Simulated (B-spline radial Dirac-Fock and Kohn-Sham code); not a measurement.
X-ray form factors of osmium in several charge states

Level of theory: configuration-average Dirac-Fock orbitals; a radial atomic solver.

Configurations: Os⁴⁵⁺ [Ar] 3d10 4s2 4p1; Os⁴⁶⁺ [Ar] 3d10 4s2; Os⁴⁷⁺ [Ar] 3d10 4s1; Os⁴⁸⁺ [Ar] 3d10; Os⁴⁹⁺ [Ar] 3d9; Os⁵¹⁺ [Ar] 3d7. The first column is f₀ of Os⁴⁵⁺, the others are differences from it.

```csv
s (Å⁻¹),Os⁴⁵⁺,Δ Os⁴⁶⁺,Δ Os⁴⁷⁺,Δ Os⁴⁸⁺,Δ Os⁴⁹⁺,Δ Os⁵¹⁺
0,31.000,-1.000,-2.000,-3.000,-4.000,-6.000
0.05,30.978,-0.997,-1.994,-2.991,-3.990,-5.988
0.1,30.911,-0.987,-1.975,-2.963,-3.960,-5.954
0.15,30.800,-0.971,-1.944,-2.918,-3.911,-5.897
0.2,30.645,-0.949,-1.902,-2.855,-3.842,-5.819
0.25,30.450,-0.922,-1.848,-2.776,-3.756,-5.720
0.3,30.213,-0.889,-1.784,-2.681,-3.654,-5.601
0.35,29.939,-0.851,-1.711,-2.573,-3.536,-5.464
0.4,29.628,-0.809,-1.630,-2.453,-3.405,-5.311
0.45,29.284,-0.764,-1.541,-2.322,-3.261,-5.144
0.5,28.908,-0.716,-1.447,-2.183,-3.108,-4.964
0.6,28.074,-0.613,-1.246,-1.885,-2.779,-4.575
0.7,27.149,-0.507,-1.038,-1.575,-2.433,-4.161
0.8,26.156,-0.403,-0.831,-1.266,-2.086,-3.739
0.9,25.117,-0.305,-0.635,-0.973,-1.750,-3.322
1,24.053,-0.217,-0.458,-0.706,-1.438,-2.924
1.1,22.980,-0.141,-0.303,-0.472,-1.158,-2.554
1.2,21.915,-0.079,-0.175,-0.277,-0.916,-2.219
1.4,19.849,+0.004,0.000,-0.008,-0.551,-1.667
1.6,17.917,+0.037,+0.076,+0.114,-0.337,-1.270
```

Values without a named source are computed, but for edge energies of neutral atoms, which are taken from tables.
